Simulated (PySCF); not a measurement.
Constitutional and geometric isomers with formula CH3BSi. All species are isolated molecules in the gas phase. Strings in code marks are SMILES.

The T1 excitation (TDA) from two functionals at the same geometries (B3LYP-D3(BJ)/def2-TZVP), both in PySCF: PBE-D3(BJ)/def2-TZVP and B3LYP-D3(BJ)/def2-TZVP. B3LYP has the VWN-RPA correlation part, as in Gaussian. Excitations are Tamm–Dancoff values on a coarser integration grid. The basis has no diffuse functions, so Rydberg states are missing or too high.

```json
[
 {"species": "`[SiH2]1B=C1`", "PBE-D3(BJ)/def2-TZVP (eV)": "2.40"},
 {"species": "`B1C=[SiH]1`", "PBE-D3(BJ)/def2-TZVP (eV)": "3.17"},
 {"species": "`B=C=[SiH2]`", "PBE-D3(BJ)/def2-TZVP (eV)": "1.95"}
]
```

Q: What does B3LYP-D3(BJ)/def2-TZVP give for each?

A: 
- `[SiH2]1B=C1`: 2.49
- `B1C=[SiH]1`: 3.36
- `B=C=[SiH2]`: 2.07
Over these rows, drawn at random from the members with no instability flagged (it was tested for open shells, ions and some series alone), PBE minus B3LYP-D3(BJ): mean -0.13 eV, from -0.19 eV to -0.09 eV.
